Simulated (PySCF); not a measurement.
C9H10OSi.
Z-matrix (Å and degrees, PBE0-D3(BJ)/def2-SVP geometry), rows numbered from 1:
```
C 
O   1  1.4042
C   2  1.3384  1  117.39
C   3  1.3578  2  128.22  1    -0.10
C   4  1.4703  3  116.07  2  -179.77
C   5  1.3971  4  124.28  3   179.74
C   6  1.3961  5  119.92  4  -179.82
C   7  1.3933  6  120.72  5    -0.02
C   8  1.3991  7  119.72  6    -0.02
C   9  1.3905  8  120.28  7     0.04
Si 10  1.8722  5  107.14  4     0.03
H   1  1.0971  2  107.07  3   179.96
H   1  1.1043  2  111.23  3    60.57
H   1  1.1043  2  111.24  3   -60.65
H   4  1.0933  3  124.54  2     0.09
H   6  1.0934  5  119.97  4     0.15
H   7  1.0931  6  119.51  5   179.98
H   8  1.0924  7  120.14  6   179.98
H   9  1.0939  8  119.39  7   179.97
H  11  1.4937  3  112.96  2   -62.08
H  11  1.4937  3  112.95  2    61.67
```

Computed with PBE0-D3(BJ)/def2-SVP geometry optimisation, gas phase (PySCF 2.14.0).

Take the most abundant isotopes and a rigid rotor. The values belong to one conformer with, in the numbering `[CH3:1][O:2][C:3]1=[CH:4][c:5]2[cH:6][cH:7][cH:8][cH:9][c:10]2[SiH2:11]1`, C1–O2–C3–C4 0°.

Question: What are A, B and C (cm⁻¹)?

Answer: Ia = 227.41, Ib = 798.93, Ic = 1017.17 u·Å²; 505379 MHz·u·Å²/I gives 2222, 632.6 and 496.9 MHz, that is A = 0.07413, B = 0.02110, C = 0.01657 cm⁻¹.

Question: Classify the top.

Answer: An asymmetric top; Ray's κ = -0.843.

Question: What does the inertial defect say?

Answer: Not planar: Δ = Ic − Ia − Ib = -9.18 u·Å². For a rigid frame Δ = −2 Σ m c², so Σ m c² = 4.59 u·Å² lies off the ab plane, practically all of it from hydrogen. The atom farthest from that plane is 1.21 Å away.

Question: Give the coordinates in the principal-axis frame, origin at the centre of mass.

Answer: The sense of each axis is arbitrary; atoms in the order of the calculation.
```json
{"atom": "C1", "mass (u)": "12.000", "a (Å)": "3.638", "b (Å)": "1.183", "c (Å)": "0.003"}
{"atom": "O2", "mass (u)": "15.995", "a (Å)": "2.998", "b (Å)": "-0.068", "c (Å)": "0.003"}
{"atom": "C3", "mass (u)": "12.000", "a (Å)": "1.660", "b (Å)": "-0.075", "c (Å)": "-0.001"}
{"atom": "C4", "mass (u)": "12.000", "a (Å)": "0.814", "b (Å)": "0.987", "c (Å)": "-0.004"}
{"atom": "C5", "mass (u)": "12.000", "a (Å)": "-0.621", "b (Å)": "0.670", "c (Å)": "-0.004"}
{"atom": "C6", "mass (u)": "12.000", "a (Å)": "-1.639", "b (Å)": "1.627", "c (Å)": "-0.002"}
{"atom": "C7", "mass (u)": "12.000", "a (Å)": "-2.975", "b (Å)": "1.223", "c (Å)": "0.002"}
{"atom": "C8", "mass (u)": "12.000", "a (Å)": "-3.310", "b (Å)": "-0.129", "c (Å)": "0.004"}
{"atom": "C9", "mass (u)": "12.000", "a (Å)": "-2.297", "b (Å)": "-1.094", "c (Å)": "0.001"}
{"atom": "C10", "mass (u)": "12.000", "a (Å)": "-0.961", "b (Å)": "-0.709", "c (Å)": "-0.002"}
{"atom": "Si11", "mass (u)": "27.977", "a (Å)": "0.645", "b (Å)": "-1.672", "c (Å)": "-0.001"}
{"atom": "H12", "mass (u)": "1.008", "a (Å)": "4.718", "b (Å)": "0.992", "c (Å)": "0.008"}
{"atom": "H13", "mass (u)": "1.008", "a (Å)": "3.366", "b (Å)": "1.771", "c (Å)": "0.897"}
{"atom": "H14", "mass (u)": "1.008", "a (Å)": "3.374", "b (Å)": "1.767", "c (Å)": "-0.897"}
{"atom": "H15", "mass (u)": "1.008", "a (Å)": "1.133", "b (Å)": "2.033", "c (Å)": "-0.005"}
{"atom": "H16", "mass (u)": "1.008", "a (Å)": "-1.388", "b (Å)": "2.692", "c (Å)": "-0.003"}
{"atom": "H17", "mass (u)": "1.008", "a (Å)": "-3.766", "b (Å)": "1.978", "c (Å)": "0.004"}
{"atom": "H18", "mass (u)": "1.008", "a (Å)": "-4.358", "b (Å)": "-0.435", "c (Å)": "0.008"}
{"atom": "H19", "mass (u)": "1.008", "a (Å)": "-2.565", "b (Å)": "-2.155", "c (Å)": "0.003"}
{"atom": "H20", "mass (u)": "1.008", "a (Å)": "0.880", "b (Å)": "-2.512", "c (Å)": "-1.214"}
{"atom": "H21", "mass (u)": "1.008", "a (Å)": "0.879", "b (Å)": "-2.511", "c (Å)": "1.212"}
```

Question: Where do the levels up to J = 3 lie, in cm⁻¹?

Answer: Above 0(0,0):
J = 1: 1(0,1) 0.0377, 1(1,1) 0.0907, 1(1,0) 0.0952
J = 2: 2(0,2) 0.1127, 2(1,2) 0.1615, 2(1,1) 0.1751, 2(2,1) 0.3342, 2(2,0) 0.3345
J = 3: 3(0,3) 0.2247, 3(1,3) 0.2676, 3(1,2) 0.2947, 3(2,2) 0.4472, 3(2,1) 0.4486, 3(3,1) 0.7238, 3(3,0) 0.7238

Question: Predict some low-J microwave lines.

Answer: The dipole components are |μa| = 0.73 D, |μb| = 1.33 D, |μc| = 0.00 D; the mirror of this Cs structure is the ab plane, so μc vanishes by symmetry (the 0.01 D computed is a residue) and there are no c-type lines. Intensities carry the squares of the components, which stand as 0.30 : 1.00 (a : b). Some lines, for components of 0.1 D or more:

```tsv
type	branch	J(Ka,Kc)	MHz	lower level (cm⁻¹)
b	R	2(0,2) ← 1(1,1)	661	0.091
b	R	3(0,3) ← 2(1,2)	1893	0.162
a	R	2(0,2) ← 1(0,1)	2251	0.038
b	Q	4(1,3) ← 4(0,4)	2436	0.373
b	R	4(0,4) ← 3(1,3)	3149	0.268
a	R	3(2,1) ← 2(2,0)	3421	0.334
a	R	3(1,2) ← 2(1,1)	3586	0.175
b	Q	4(2,2) ← 4(1,3)	4433	0.454
a	R	4(2,3) ← 3(2,2)	4511	0.447
a	R	4(3,2) ← 3(3,1)	4533	0.724
b	Q	3(2,1) ← 3(1,2)	4612	0.295
b	R	3(1,3) ← 2(0,2)	4642	0.113
b	Q	2(2,0) ← 2(1,1)	4777	0.175
b	Q	2(2,1) ← 2(1,2)	5176	0.162
b	Q	3(2,2) ← 3(1,3)	5385	0.268
b	Q	3(3,1) ← 3(2,2)	8293	0.447
b	Q	4(4,0) ← 4(3,1)	11587	0.875
b	R	4(3,1) ← 3(2,2)	12829	0.447
```

Question: Estimate the classical rotational partition function at 100 K, 200 K and 500 K.

Answer: Point group Cs, symmetry number σ = 1; q = (√π/σ)·√((kT/h)³/(ABC)), k/h = 20836.6 MHz/K: 202000 at 100 K, 571000 at 200 K, 2260000 at 500 K.

Whether it is a minimum is left open (no frequencies). These are rigid-rotor constants of the computed structure; measured ground-state constants (B0) also hold zero-point vibration. A rigid rotor knows nothing of internal rotation, which can split or shift real lines.

Rough CPU time on one thread of a shared machine: about 7 min. These figures are those of the optimisation.
